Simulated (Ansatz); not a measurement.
Reaction (silylene formation by 1,1-elimination): `N[Si](O)(S)Cl` → `NO` + `S[Si]Cl`

Program: Ansatz. Geometries: PBE0-D4/def2-TZVP. ΔE: electronic, gas phase. CBS: MP2 limit from def2 TZ/QZ plus the TZ coupled-cluster correction, frozen cores. This one scheme is used for every species. Functionals use def2-TZVPP. Each species was taken in one conformer, which may not be the lowest.

`N[Si](O)(S)Cl`:

```xyz
9

N     1.071    0.250    0.922
Si   -0.192   -0.216   -0.094
O     0.228   -1.380   -1.158
S    -0.861    1.434   -1.247
Cl   -1.681   -0.955    1.119
H     1.807    0.846    0.581
H     1.353   -0.317    1.704
H    -0.474   -1.808   -1.652
H    -1.251    2.144   -0.175
```

`NO`:

Z-matrix (Å, degrees):
```
N
O 1 1.423
H 1 1.016 2 104.5
H 1 1.016 2 104.5 3 111.2
H 2 0.960 1 102.8 3 124.4
```

`S[Si]Cl`:

Z-matrix (Å, degrees):
```
S
Si 1 2.135
H 1 1.346 2 92.8
Cl 2 2.086 1 97.3 3 -180.0
```

| species | PBE-D4 energy (Eh) |
| --- | --- |
| `N[Si](O)(S)Cl` | -1279.90036 |
| `NO` | -131.63460 |
| `S[Si]Cl` | -1148.07403 |

Question: Work out ΔE.

Answer: ΔE = (-131.63460) + (-1148.07403) − (-1279.90036) = 0.19173 Eh = +503.4 kJ/mol. CCSD(T)/CBS gives +547.7 kJ/mol.

Largest T1 diagnostic among the species: 0.014.

From BLYP to BHLYP (50 % exact exchange), in def2-TZVPP and without D4, ΔE moves by +73.8 kJ/mol. At CCSD(T), def2-SVP lies −52.0 kJ/mol from the extrapolated value and def2-TZVPP −9.2 kJ/mol.
